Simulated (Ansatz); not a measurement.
Relaxation of BClFH3O2 (8 atoms, charge 0, multiplicity 1), to a largest force component of 0.03 eV/Å in at most 50 steps.

These are results of RKS CAM-B3LYP-D4/def2-SVP in Ansatz 0.2.0, not measurements.

```xyz
8
Properties=species:S:1:pos:R:3:forces:R:3
B 0.117 0.444 -0.428 -0.01 -0.17 0.03
O -0.079 -0.094 2.114 0.13 0.80 -0.12
H -1.040 -0.150 2.195 0.01 -0.01 -0.01
O 1.313 -0.077 -0.707 0.07 -0.05 -0.02
H 1.297 -0.965 -1.083 -0.06 0.10 0.05
Cl -1.407 -0.319 -0.917 -0.02 -0.03 0.01
F 0.054 1.657 0.098 0.03 0.21 -0.06
H 0.090 0.875 2.073 -0.14 -0.84 0.11
```

Q: Where does it end, and by what steps?

A: The run converged. After 10 steps the energy has fallen by 0.092 eV; O2 moved furthest, 0.48 Å.

```
step  energy less start (eV)  largest force component (eV/Å)  accepted
   0                  0.0000                           0.844       yes
   1                 -0.0238                           0.721       yes
   2                 -0.0248                           1.248       yes
   3                 -0.0518                           0.477       yes
   4                 -0.0616                           0.269       yes
   5                 -0.0729                           0.287       yes
   6                 -0.0828                           0.361       yes
   7                 -0.0873                           0.318       yes
   8                 -0.0909                           0.153       yes
   9                 -0.0918                           0.041       yes
  10                 -0.0920                           0.028       yes
```

```xyz
8
Properties=species:S:1:pos:R:3
B 0.079 0.429 -0.139
O -0.055 -0.038 1.638
H -1.006 -0.111 1.814
O 1.282 -0.055 -0.547
H 1.243 -0.963 -0.862
Cl -1.456 -0.384 -0.727
F -0.006 1.763 0.026
H 0.265 0.728 2.139
```

Whether the end is a true minimum wasn't checked by a vibrational analysis.

Run time: 14 s on 4 threads of Arm Neoverse V1, on a shared host, peak memory 0.2 GiB.
